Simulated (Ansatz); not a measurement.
Geometry optimisation, RKS BLYP-D4/STO-3G (Ansatz).

Input file:

```yaml
crystal:
  periodic: [false, false, false]
  atoms:
    - { symbol: C, position_ang: [0.2275, -2.1626, -0.9023] }
    - { symbol: Si, position_ang: [1.2111, -0.6043, -0.6701] }
    - { symbol: C, position_ang: [0.1169, 0.8994, -0.2257] }
    - { symbol: O, position_ang: [-0.8431, 1.2114, -1.1411] }
    - { symbol: C, position_ang: [-0.4762, 0.7847, 1.1698] }
    - { symbol: O, position_ang: [-1.2024, 2.0159, 1.4412] }
    - { symbol: H, position_ang: [-0.5161, -1.9726, -1.72] }
    - { symbol: H, position_ang: [0.8403, -2.9634, -1.1758] }
    - { symbol: H, position_ang: [-0.3757, -2.3482, 0.0357] }
    - { symbol: H, position_ang: [2.0058, -0.3228, -1.8757] }
    - { symbol: H, position_ang: [2.1767, -0.8478, 0.4509] }
    - { symbol: H, position_ang: [0.8252, 1.7842, -0.2132] }
    - { symbol: H, position_ang: [-1.4879, 1.9276, -0.7089] }
    - { symbol: H, position_ang: [-1.2209, -0.0232, 1.2571] }
    - { symbol: H, position_ang: [0.2783, 0.6509, 1.9719] }
    - { symbol: H, position_ang: [-1.5825, 1.9483, 2.3504] }
basis:
  gaussian: { orbitals: STO-3G }
hamiltonian:
  xc: blyp
  dispersion: d4
relax:
  f_tol: 0.02
  max_steps: 40
output:
  orbitals: {}
```

Launched with:

```bash
$ ansatz run input.yaml --threads 1 --pin off --max-ram 2048MiB --backend cpu --events-out ev --progress --plain --runs-dir out
```

Task: Where does it end, and by what steps?

Result: The forces met the threshold. The force dipped under the threshold on the way, but the program's further checks kept it going. Limits of this set-up: minimal basis. After 36 steps the energy has fallen by 1.175 eV; H16 moved furthest, 2.58 Å.

| step | energy less start (eV) | largest force component (eV/Å) | accepted |
| --- | --- | --- | --- |
| 0 | 0.0000 | 4.580 | yes |
| 2 | -0.9784 | 0.484 | yes |
| 4 | -1.0570 | 0.697 | yes |
| 6 | -1.0879 | 0.253 | yes |
| 8 | -1.1114 | 0.149 | yes |
| 10 | -1.1156 | 0.105 | yes |
| 12 | -1.1177 | 0.180 | yes |
| 14 | -1.1187 | 0.008 | yes |
| 16 | -1.1192 | 0.050 | yes |
| 18 | -1.1197 | 0.065 | yes |
| 20 | -1.1204 | 0.073 | yes |
| 22 | -1.1209 | 0.046 | yes |
| 24 | -1.1214 | 0.280 | no |
| 26 | -1.1245 | 0.087 | yes |
| 28 | -1.1291 | 0.407 | yes |
| 30 | -1.1570 | 0.212 | yes |
| 32 | -1.1704 | 0.208 | yes |
| 34 | -1.1750 | 0.059 | yes |
| 36 | -1.1754 | 0.011 | yes |

```xyz
16
Properties=species:S:1:pos:R:3
C -0.270 -1.802 -0.781
Si 1.189 -0.605 -0.674
C 0.564 1.123 -0.072
O -0.409 1.751 -1.004
C -0.189 1.020 1.352
O -1.657 0.914 1.034
H -1.062 -1.407 -1.444
H 0.039 -2.783 -1.186
H -0.722 -1.991 0.213
H 1.815 -0.485 -1.982
H 2.173 -1.138 0.262
H 1.449 1.801 0.052
H -1.282 1.531 -0.421
H 0.160 0.171 1.991
H -0.084 1.973 1.923
H -1.740 -0.095 0.780
```

Whether the end is a true minimum wasn't checked by a vibrational analysis.

The run took 110 s on 1 thread of Intel(R) Xeon(R) Platinum 8375C CPU @ 2.90GHz (Ice Lake) (shared host), peak memory 0.15 GiB.
